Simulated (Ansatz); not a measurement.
The lowest singlet and triplet of GeH2 (SMILES [GeH2]); geometries from B3LYP-D3(BJ)/def2-TZVP, each state relaxed from the structure named, with no frequency check.
Singlet at the triplet's geometry (charge 0, multiplicity 1):
```xyz
3

Ge    -0.00013     0.04577     0.00000
H     -1.33530    -0.73614     0.00000
H      1.33953    -0.72841     0.00000
```

A positive gap puts the triplet lower; no zero-point energy. R- takes a restricted singlet. U- takes an unrestricted singlet (broken symmetry where lower, unprojected). The triplet is unrestricted in single-reference levels.

Frozen-core correlation. Filled d and f shells under p-block atoms count as core.

Run with Ansatz (Gaussian basis) for Hartree–Fock, density functionals and correlated methods. Values without a source in brackets are computed.

**Question.** One of these levels gives -12.98 kcal/mol for the gap E(singlet) − E(triplet), vertical, at the triplet's geometry. Which one is it?
A) R-CCSD/cc-pVQZ
B) R-SVWN5/def2-TZVPP
C) U-HF/cc-pVQZ (spin-contaminated)
D) U-MP2/cc-pVDZ (spin-contaminated)

**Answer.** B, R-SVWN5/def2-TZVPP. The others give -3.80 (U-HF/cc-pVQZ (spin-contaminated)), -5.53 (U-MP2/cc-pVDZ (spin-contaminated)), -11.72 (R-CCSD/cc-pVQZ)

Doubts at one or more of the structures used: a restricted determinant that unrestricted orbitals would lower (R-CCSD/cc-pVQZ).

Ansatz is an electronic-structure program.
